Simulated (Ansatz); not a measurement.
Input and output for BClH3NO2Si, SMILES `N[Si]1(O)OB1Cl`.

```yaml
crystal:
  periodic: [false, false, false]
  atoms:
    - {symbol: N, position_ang: [0.434526, -1.168732, -0.925336]}
    - {symbol: Si, position_ang: [0.119844, 0.027620, 0.225042]}
    - {symbol: O, position_ang: [0.532825, -0.544101, 1.696497]}
    - {symbol: O, position_ang: [-1.447665, 0.727590, 0.354401]}
    - {symbol: B, position_ang: [-0.626994, 1.722061, -0.067372]}
    - {symbol: Cl, position_ang: [-0.999768, 3.376331, -0.421228]}
    - {symbol: H, position_ang: [0.392310, -0.970588, -1.910867]}
    - {symbol: H, position_ang: [0.348208, -2.151949, -0.724080]}
    - {symbol: H, position_ang: [1.335116, -1.064630, 1.755944]}
basis:
  gaussian: {orbitals: ANO-RCC-VTZP}
hamiltonian: {xc: {name: B3LYP}, dispersion: d3bjatm}
scf: {lower_state_search: off}
output: {forces: true}
```

```sh
$ ansatz run in.yaml --threads 4 --pin off --events-out ev --progress --plain --max-ram 10444MiB
```

It prints (some lines left out):

```
Functional definition: B3LYP
1795 factors; their error is unknown
mean field evaluation 1: about -26761.6007 eV, gradient 9.8e1 eV
mean field evaluation 2: about -26720.5572 eV, gradient 1.7e2 eV
mean field evaluation 4: about -26777.3440 eV, gradient 1.4e1 eV
mean field evaluation 8: about -26777.6761 eV, gradient 8.7e-2 eV
mean field evaluation 16: about -26777.7739 eV, gradient 2.2e-5 eV
mean field -26777.77394143 eV, -984.0650417205 hartree, gradient 2.6e-6 eV, S^2 0.000000; 0 other end points of the search recorded, 0 dependent functions left out
reference -26777.77426339 eV, -984.0650535523 hartree; 31, 31 occupied and 199, 199 virtual orbitals, 1795 factors
Total energy: -26778.14588245 eV, -984.0787103008 hartree
Relativity: scalar
Atom 0 at     0.434526    -1.168732    -0.925336 Å, force     0.012781    -0.148386    -0.148321 eV/Å
Atom 1 at     0.119844     0.027620     0.225042 Å, force     0.160489     0.149938    -0.165255 eV/Å
Atom 2 at     0.532825    -0.544101     1.696497 Å, force     0.078944    -0.112691     0.286508 eV/Å
Atom 3 at    -1.447665     0.727590     0.354401 Å, force    -0.222404     0.080651     0.009762 eV/Å
Atom 4 at    -0.626994     1.722061    -0.067372 Å, force    -0.044848    -0.077961     0.037938 eV/Å
Atom 5 at    -0.999768     3.376331    -0.421228 Å, force    -0.023002     0.184745    -0.043776 eV/Å
Atom 6 at     0.392310    -0.970588    -1.910867 Å, force     0.000827    -0.021910    -0.010391 eV/Å
Atom 7 at     0.348208    -2.151949    -0.724080 Å, force     0.011077    -0.017934    -0.013631 eV/Å
Atom 8 at     1.335116    -1.064630     1.755944 Å, force     0.026136    -0.036452     0.047166 eV/Å
Dipole moment:     0.505080    -0.630783    -0.280020 e Å
Checks for a lower state left out: stability, starts, cluster_reference, orbital_swaps, neighbouring_geometries, increment
```

Run time 11 s (4 threads of an Arm Neoverse V1 on a shared host); peak host memory 0.95 GiB.
